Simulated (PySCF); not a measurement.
PySCF job for C₃F₃, SMILES [C]#CC(F)(F)F, multiplicity 2, B3LYP/pcH-1. Coordinates come from a PBE-D3(BJ)/def2-SVP optimisation. The isomer is the one that the SMILES or the coordinates give; other isomers of the formula were not compared.

```python
import numpy as np
from pyscf import gto, scf, dft
from pyscf.prop.hfc import uks as hfc
from pyscf.prop.gtensor import uks as gtensor

mol = gto.M(
    atom='''
    C    -0.00000001   -0.00000000    2.43048724
    C     0.00000000   -0.00000000    1.20692271
    C    -0.00000000    0.00000000   -0.26901550
    F     1.09160919    0.63024086   -0.74853209
    F     0.00000000   -1.26048172   -0.74853210
    F    -1.09160919    0.63024086   -0.74853210
    ''',
    basis='pcH-1',
    charge=0,
    spin=1,
    max_memory=1600,
    verbose=3,
)
mf = dft.UKS(mol, xc='b3lyp').density_fit(auxbasis='def2-universal-jkfit')
mf.grids.level = 3
mf.conv_tol = 1e-10
mf.max_cycle = 100
mf.kernel()
fine, coarse = mf.grids, dft.Grids(mol).set(level=1).build(with_non0tab=True)
for _ in range(3):  # follow internal instabilities
    mf.grids = coarse
    mo, _, stable, _ = mf.stability(return_status=True, nroots=4)
    mf.grids = fine
    if stable:
        break
    mf.kernel(mf.make_rdm1(mo, mf.mo_occ))
A = hfc.HFC(mf).make_fcdip(mf.make_rdm1())  # Fermi contact and dipolar terms, MHz
print('atom   A(iso)/MHz   principal dipolar parts/MHz')
for i, a in enumerate(A):
    w = np.linalg.eigvalsh((a + a.T) / 2)
    print(f'{mol.atom_symbol(i):2s}{i + 1:3d} {w.mean():12.2f}', (w - w.mean()).round(2))
gt = gtensor.GTensor(mf)
gt.dia_soc2e, gt.para_soc2e, gt.so_eff_charge = None, None, True
gt.max_cycle_cphf = 60
g = gt.kernel()
```

Program output:

```

WARN: HOMO -0.323348540437982 >= LUMO -0.32334854043799

converged SCF energy = -413.664208150826  <S^2> = 0.77789821  2S+1 = 2.0277063
<class 'pyscf.df.df_jk.DFUKS'> wavefunction is stable in the internal stability analysis
atom   A(iso)/MHz   principal dipolar parts/MHz
C   1      1148.12 [-50.52 -50.52 101.03]
C   2       213.57 [-26.26 -26.26  52.52]
C   3        29.99 [-2.63 -2.63  5.26]
F   4       -14.87 [-4.55 -0.48  5.03]
F   5       -14.89 [-4.55 -0.48  5.03]
F   6       -14.87 [-4.55 -0.48  5.03]
SOC(1e)/OZ [9.88641336e-04 9.88652497e-04 8.75049097e-06]
free electron g 2.00231930436182
g-tensor total [2.00317688 2.00317689 2.00220201]
g-shift (ppt) [ 0.85757241  0.85758199 -0.11729091]
```

The run converged.
